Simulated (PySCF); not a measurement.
Some computed properties have been withheld. Give your best values.

Species: C3H4N2OS.
InChI=1S/C3H4N2OS/c1-6-3-4-2-7-5-3/h2H,1H3

Conformer (atom-mapped SMILES and torsion angles): `[CH3:1][O:2][c:3]1[n:4][cH:5][s:6][n:7]1`: C1–O2–C3–N4 -179°.

```json
{"property": "rotational constants A, B, C of the GFN2-xTB geometry", "level": "GFN2-xTB", "value": "?"}
{"property": "dipole moment", "level": "wB97X-D/def2-SVPD", "value": "?"}
{"property": "HOMO energy", "level": "wB97X-D/def2-SVPD", "value": "?"}
{"property": "LUMO energy", "level": "wB97X-D/def2-SVPD", "value": "?"}
{"property": "lowest singlet excitation", "level": "TDDFT wB97X-D/def2-SVPD", "value": "5.43 eV (228 nm, f = 0.091)"}
{"property": "lowest triplet excitation (Tamm–Dancoff)", "level": "TDA wB97X-D/def2-SVPD", "value": "?"}
{"property": "static isotropic polarisability", "level": "wB97X-D/def2-SVPD", "value": "?"}
{"property": "electronic spatial extent ⟨r²⟩ about the centre of nuclear charge", "level": "wB97X-D/def2-SVPD", "value": "832 bohr²"}
```

Gas-phase values; electronic properties from PySCF, density fitting. The structure is a single GFN2-xTB conformer in the gas phase; no vibrational or solvent corrections.

**Question.** Give the dipole moment.

**Answer.** 1.07 D.

**Question.** The LUMO energy?

**Answer.** 0.53 eV.

**Question.** Give the static isotropic polarisability.

**Answer.** 68.6 au.

**Question.** The lowest triplet excitation (Tamm–Dancoff)?

**Answer.** 3.93 eV.

**Question.** What are the rotational constants A, B, C of the GFN2-xTB geometry?

**Answer.** 5.941, 1.755, 1.366 GHz.

**Question.** Give the HOMO energy.

**Answer.** -9.09 eV.

With B = h/(8π²I), that is 505.379 GHz u Å² over I, the principal moments of inertia are 85.1, 288.0 and 369.9 u Å² (most abundant isotopes); the inertial defect Ic − Ia − Ib is -3.2 u Å² (zero for a rigid planar frame, negative otherwise). The rotational constants make it an asymmetric top with κ = (2B − A − C)/(A − C) = -0.83, nearer the prolate limit (−1). The dipole equals about 3.6 × 10⁻³⁰ C·m (1 D = 3.33564 × 10⁻³⁰ C·m).
